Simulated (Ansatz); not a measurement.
Ti6O22H20, 48 atoms. Hardware: 2 threads of AMD EPYC 7R13 on a shared host and a share (18 GiB) of an NVIDIA H100 80GB HBM3.

The 6-31G sets use Cartesian d functions. Single mean-field runs in def2-SVP, def2-mTZVP are fitted with def2-universal-jkfit.

Q: How many basis functions does each of these Ansatz runs have, and roughly what does it cost? PBE0-D4/def2-SVP, charge -1 doublet, energy, from earlier orbitals; BLYP-D4/def2-SVP, charge 1 doublet at the geometry of the charge 0 singlet, energy, from earlier orbitals; PBE-D4/def2-SVP, charge 0 singlet, relaxation, 51 steps; PBE0-D4/def2-SVP, charge 0 singlet, energy, from earlier orbitals; BLYP-D4/def2-SVP, charge 0 singlet, energy and forces, from earlier orbitals; PBE0-D4/def2-SVP, charge -1 doublet at the geometry of the charge 0 singlet, energy; PBE-D4/def2-SVP, charge 0 singlet, energy and forces, from earlier orbitals; PBE-D4/def2-SVP, charge 0 triplet at the geometry of the charge 0 singlet, energy, from earlier orbitals; r2SCAN-D4/def2-mTZVP, charge 0 singlet, energy, from earlier orbitals; PBE-D4/def2-SVP, charge -1 doublet at the geometry of the charge 0 singlet, energy, from earlier orbitals; HF/6-31G, charge 0 singlet, energy; PBE-D4/def2-SVP, charge -1 doublet, relaxation, 12 steps.

A: Other jobs shared the machine, so times can vary by a factor of up to 3.

```json
{"run": "HF/6-31G, charge 0 singlet, energy", "functions": "412", "fitting or Cholesky vectors": "4714", "wall time": "7.5 s", "peak host memory (GiB)": "1.1"}
{"run": "PBE0-D4/def2-SVP, charge 0 singlet, energy, from earlier orbitals", "functions": "594", "fitting or Cholesky vectors": "3638", "wall time": "8.5 s", "peak host memory (GiB)": "1.1"}
{"run": "PBE-D4/def2-SVP, charge 0 singlet, energy and forces, from earlier orbitals", "functions": "594", "fitting or Cholesky vectors": "3638", "wall time": "9 s", "peak host memory (GiB)": "1.2"}
{"run": "r2SCAN-D4/def2-mTZVP, charge 0 singlet, energy, from earlier orbitals", "functions": "786", "fitting or Cholesky vectors": "3638", "wall time": "9.5 s", "peak host memory (GiB)": "1.3"}
{"run": "BLYP-D4/def2-SVP, charge 0 singlet, energy and forces, from earlier orbitals", "functions": "594", "fitting or Cholesky vectors": "3638", "wall time": "13 s", "peak host memory (GiB)": "1.2"}
{"run": "PBE0-D4/def2-SVP, charge -1 doublet, energy, from earlier orbitals", "functions": "594", "fitting or Cholesky vectors": "3638", "wall time": "15 s", "peak host memory (GiB)": "1.4"}
{"run": "PBE-D4/def2-SVP, charge 0 triplet at the geometry of the charge 0 singlet, energy, from earlier orbitals", "functions": "594", "fitting or Cholesky vectors": "3638", "wall time": "24 s", "peak host memory (GiB)": "1.4"}
{"run": "PBE-D4/def2-SVP, charge -1 doublet at the geometry of the charge 0 singlet, energy, from earlier orbitals", "functions": "594", "fitting or Cholesky vectors": "3638", "wall time": "26 s", "peak host memory (GiB)": "1.4"}
{"run": "BLYP-D4/def2-SVP, charge 1 doublet at the geometry of the charge 0 singlet, energy, from earlier orbitals", "functions": "594", "fitting or Cholesky vectors": "3638", "wall time": "42 s", "peak host memory (GiB)": "1.4"}
{"run": "PBE0-D4/def2-SVP, charge -1 doublet at the geometry of the charge 0 singlet, energy", "functions": "594", "fitting or Cholesky vectors": "3638", "wall time": "48 s", "peak host memory (GiB)": "1.4"}
{"run": "PBE-D4/def2-SVP, charge -1 doublet, relaxation, 12 steps", "functions": "594", "fitting or Cholesky vectors": "3638", "wall time": "1.9 min", "peak host memory (GiB)": "1.2"}
{"run": "PBE-D4/def2-SVP, charge 0 singlet, relaxation, 51 steps", "functions": "594", "fitting or Cholesky vectors": "3638", "wall time": "5.8 min", "peak host memory (GiB)": "1.2"}
```
